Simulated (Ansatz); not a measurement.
Ansatz (a program for electronic structure) input:

Ansatz 0.2 input:
```yaml
crystal:
  periodic: [false, false, false]
  atoms:
    - {symbol: Cl, position_ang: [-1.43905531, -1.51309021, 1.65579091]}
    - {symbol: Si, position_ang: [-1.13711694, -0.23125227, 0.09327574]}
    - {symbol: Cl, position_ang: [-2.15465403, 1.50942779, 0.42551083]}
    - {symbol: Cl, position_ang: [-1.79493723, -1.09221146, -1.63928038]}
    - {symbol: Si, position_ang: [1.13711694, 0.23125227, -0.09327574]}
    - {symbol: Cl, position_ang: [1.79493723, 1.09221146, 1.63928038]}
    - {symbol: Cl, position_ang: [2.15465403, -1.50942779, -0.42551083]}
    - {symbol: Cl, position_ang: [1.43905531, 1.51309021, -1.65579091]}
basis:
  gaussian:
    orbitals: def2-TZVPD
hamiltonian:
  xc: {name: PBE0}
magnetization: {spin_polarized: true, initial_magnetization: 2}
```

Task: What final total energy does it print?

Result: -3339.27762 Eh (PBE0/def2-TZVPD). The basis has 362 functions.

This state (charge 0, triplet) is run at the relaxed geometry of the species with charge 0 and multiplicity 1, and is a spin state other than that species' own.
